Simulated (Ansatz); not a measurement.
Two structures of Si3H8O, closed shell, reached by relaxing down either side of one saddle point (PBE0-D4/def2-TZVP). Energies are electronic, without zero-point energy. Computed with Ansatz 0.2.0 (basis: def2-TZVPP and def2-QZVPP); correlated methods freeze the cores. Extrapolation: Hartree–Fock as exp(−7.88 √X), correlation as X^−2.97. First:

```tsv
atom	x (Å)	y (Å)	z (Å)
Si1	-1.5960	-1.0345	0.0394
Si2	0.6558	-1.8172	0.0726
H3	-1.6759	1.1094	-1.3018
O4	-1.1726	0.8576	-0.5242
Si5	0.2038	1.7517	-0.0896
H6	-1.5188	-0.5856	1.4914
H7	1.2291	-2.0406	-1.2892
H8	1.7026	-1.0626	0.8336
H9	0.5525	-3.1587	0.7245
H10	0.3143	1.6320	1.3739
H11	1.3765	1.2056	-0.8032
H12	-0.0713	3.1429	-0.5274
```

Second:

Si1  (-1.256, -0.538, -0.107)
Si2  (0.605, -1.847, 0.470)
H3  (-1.881, -1.071, -1.347)
O4  (-0.842, 1.029, -0.360)
Si5  (0.378, 2.117, -0.358)
H6  (-2.269, -0.596, 0.981)
H7  (1.627, -1.830, -0.612)
H8  (1.235, -1.355, 1.725)
H9  (0.157, -3.251, 0.680)
H10  (1.657, 1.440, -0.008)
H11  (0.496, 2.725, -1.706)
H12  (0.093, 3.176, 0.641)
(Å)

(1) Which bonds change from the first to the second?

(2) Give the saddle point's structure and its height above each. (To be estimated.)

The T1 diagnostic stays at or below 0.015. The restricted Hartree–Fock reference is unstable towards an unrestricted one at one or more of these structures.

Answers

(1) Si₂H₄ ([SiH][SiH3]) + SiH₄O ([OH][SiH3]) → Si₃H₈O ([SiH3][O][SiH2][SiH3]); bonds formed: Si1–H3; dative contacts that become bonds: Si1–O4; bonds broken: H3–O4.

(2) By the calculation: 87.6 kJ/mol above the first and 345.1 kJ/mol above the second (CCSD(T) at an estimated basis limit (MP2 extrapolated from triple and quadruple zeta, plus CCSD(T) − MP2 in triple zeta)).
Si1  (-1.431, -0.818, -0.004)
Si2  (0.656, -1.846, 0.357)
H3  (-1.711, 0.454, -1.017)
O4  (-1.113, 1.055, -0.135)
Si5  (0.298, 1.916, -0.388)
H6  (-2.117, -0.900, 1.326)
H7  (1.611, -1.474, -0.724)
H8  (1.294, -1.536, 1.668)
H9  (0.425, -3.316, 0.287)
H10  (1.240, 1.560, 0.702)
H11  (0.876, 1.542, -1.703)
H12  (-0.028, 3.361, -0.369)
(Å)

Losses and insertions of silylenes and their heavier kin drive the gas-phase chemistry of silicon and germanium vapour deposition.

Labels in which every atom is bracketed show which atoms are joined, not bond orders.

For scale, one of the runs: CCSD(T)/def2-TZVPP, 269 basis functions, launched by `ansatz run in.yaml --threads 4 --pin off --events-out ev --progress --plain --max-ram 9574MiB`. Time: 2.2 min of wall clock on 4 CPU threads of an Arm Neoverse V2; the host was shared. Peak host memory: 6.2 GiB.
